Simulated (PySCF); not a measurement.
## Computed structure and properties of [YbH3(NH3)]−

System: [YbH3(NH3)]− (singlet); start: template (C3v). Method: PySCF 2.14.0, RKS PBE0, Yb def2-SVP with ECP28, H def2-SVP, N def2-SVP; non-relativistic Hamiltonian with scalar-relativistic core potentials where named; density fitting; no spin-orbit coupling.

Input of the relaxation:

```python
mol = gto.M(atom='''
Yb     0.12933    -0.12933     0.12933
H      1.45583     1.19717     1.45583
H     -1.19717    -1.45583     1.45583
H      1.45583    -1.45583    -1.19717
N     -1.38187     1.38187    -1.38187
H     -1.99507     1.99507    -0.84477
H     -0.84477     1.99507    -1.99507
H     -1.99507     0.84477    -1.99507''',
    basis={'Yb': 'def2-SVP', 'H': 'def2-SVP', 'N': 'def2-SVP'},
    ecp={'Yb': 'def2-SVP'},
    charge=-1, spin=0)
mf = dft.RKS(mol, xc='PBE0')
mf.grids.atom_grid = (50, 194)  # f atoms: unpruned, at least (60, 302)
mf = mf.density_fit()  # fitting sets: Yb def2-universal-JKFIT, H def2-universal-JKFIT, N def2-universal-JKFIT
mf.conv_tol = 1e-08; mf.max_cycle = 55
mf.kernel(dm0)  # dm0: converged density of the start geometry
# quasi-Newton relaxation in Cartesian coordinates to a largest gradient under 0.00045 Eh/bohr, steps kept in the point group
```

Run from Python with OMP_NUM_THREADS=2; the lines above give its settings. Where DIIS fails, smearing, a level shift and second-order steps follow.
It took 44 s on 2 threads of AMD EPYC 9R45 96-Core Processor (Zen 5), on a shared host, from the converged density of the start.

Course of the relaxation:

```
step  energy above end (eV)  largest force component within the symmetry (eV/Å)
   0                 0.3197                                               0.605
   1                 0.1918                                               0.396
   2                 0.0643                                               0.126
   3                 0.0204                                               0.056
   4                 0.0097                                               0.110
   5                 0.0062                                               0.119
   6                 0.0028                                               0.092
   7                 0.0009                                               0.042
   8                 0.0002                                               0.013
   9                 0.0000                                               0.008
  10                 0.0000                                               0.004
```

Relaxed geometry (C3v):

```xyz
8

Yb    0.2341   -0.2341    0.2341
H     1.2147    1.4906    1.2147
H    -1.4906   -1.2147    1.2147
H     1.2147   -1.2147   -1.4906
N    -1.2303    1.2303   -1.2303
H    -1.8275    1.8275   -0.6607
H    -0.6607    1.8275   -1.8275
H    -1.8275    0.6607   -1.8275
```

```
     contact      Å
  Yb1–H2 (H)  2.213
  Yb1–H3 (H)  2.213
  Yb1–H4 (H)  2.213
Yb1–N5 (NH3)  2.536
```

On the finer grid (75, 302):

```
HOMO                                                          : 0.46 eV
LUMO                                                          : 2.96 eV
Dipole about the centre of mass                               : 5.18 D
Set of Mulliken populations of Yb1 outside the core potential : s 4.76, p 12.72, d 10.37, f 13.97
D3(BJ) dispersion energy (not in the energies)                : -0.094 eV
```

```csv
atom,Mulliken (e),Löwdin (e),spin (e)
Yb1,0.18,-0.34,0.00
H2,-0.44,-0.30,0.00
H3,-0.44,-0.30,0.00
H4,-0.44,-0.30,0.00
N5,-0.27,0.00,0.00
H6,0.14,0.08,0.00
H7,0.14,0.08,0.00
H8,0.14,0.08,0.00
```

The highest filled level lies above zero, as often for anions with such functionals and bases; it isn't the detachment energy.

On the grid (50, 194), as all that follows. Harmonic modes: a minimum within the noise of the softest modes; lowest -9 cm⁻¹ (negative: unstable), highest 3651 cm⁻¹, zero-point energy 1.268 eV.

Taking off one H (charge -1, singlet; the rest: singlet) in vacuum, both parts rigid, costs 3.55 eV; the small basis without counterpoise inflates it.

Rigid scan of H along the line from its metal:

(distance to H2 (Å), energy (eV)): (1.91, 0.232), (2.01, 0.092), (2.11, 0.021), (2.21, 0.000), (2.31, 0.016), (2.41, 0.059), (2.61, 0.196), (2.91, 0.459), (3.31, 0.822), (3.81, 1.229)

Taking off one NH3 (charge 0, singlet; the rest: singlet) in vacuum, both parts rigid, costs 0.67 eV; the small basis without counterpoise inflates it.

Rigid scan of NH3 along the line from its metal:

(distance to N5 (Å), energy (eV)): (2.24, 0.244), (2.34, 0.092), (2.44, 0.020), (2.54, 0.000), (2.64, 0.014), (2.74, 0.050), (2.94, 0.151), (3.24, 0.311), (3.64, 0.473), (4.14, 0.599)

One start shape was tried, so this needn't be the lowest isomer.
